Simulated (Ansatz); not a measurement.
Molecule: CH6FSi2 (charge 0, doublet). It need not be the lowest isomer of its formula. 
Coordinates optimised at B3LYP-D3(BJ)/def2-TZVP (Ansatz, a quantum-chemistry and plane-wave program):
```
C
H 1 1.0950
H 1 1.0966 2 107.12
Si 1 1.8710 2 107.47 3 -115.51
F 4 1.6157 1 108.19 2 176.79
H 4 1.4922 5 106.35 1 120.42
Si 1 1.8820 2 108.71 3 117.77
H 7 1.4798 1 110.36 2 -177.28
H 7 1.4819 8 108.97 1 120.56
H 7 1.4823 8 108.87 9 118.44
```
Charge 0, spin multiplicity 2.

Dipole moments at this geometry, in debye (magnitudes).

```tsv
level	program	dipole (D)
PBE/def2-TZVPD	Ansatz	1.77
BLYP/def2-TZVPD	Ansatz	1.75
revPBE/def2-TZVPD	Ansatz	1.75
r2SCAN/def2-TZVPD	Ansatz	1.79
B97M-V/def2-TZVPD	Ansatz	1.78
B3LYP/def2-TZVPD	Ansatz	1.82
BHLYP/def2-TZVPD	Ansatz	1.90
r2SCAN0/def2-TZVPD	Ansatz	1.85
CAM-B3LYP/def2-TZVPD	Ansatz	(withheld)
LC-wPBE/def2-TZVPD	Ansatz	1.86
wB97M-V/def2-TZVPD	Ansatz	1.81
wB97X-V/def2-TZVPD	Ansatz	1.84
CCSD(T)/aug-cc-pV(D+d)Z	Ansatz	(withheld)
```

Q: Some entries are withheld; supply them.

A: 
- CAM-B3LYP/def2-TZVPD, dipole (D): 1.86
- CCSD(T)/aug-cc-pV(D+d)Z, dipole (D): 1.80
